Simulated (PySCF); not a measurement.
1,1-difluoroethane (C2H4F2), SMILES FC(F)C.

Coordinates come from a PBE0-D3(BJ)/def2-SVP optimisation.

The numbers are results of PBE/def2-TZVPD (PySCF), not measurements.

The molecule is in vacuum.

Computed frontier levels, gap, dipole moment and polarisability:
```json
{
  "highest_occupied_level": "-7.91 eV",
  "lowest_empty_level": "-0.21 eV",
  "orbital_gap": "7.70 eV",
  "dipole_moment": "2.06 D",
  "quadrupole, principal values (traceless, Buckingham form, about the centre of nuclear charge)": "-2.89, 0.32, 2.57 D·Å",
  "mean_static_polarisability": "31.3 bohr³ (4.64 Å³)",
  "polarisability_principal_values": "30.1, 31.1, 32.8 bohr³"
}
```
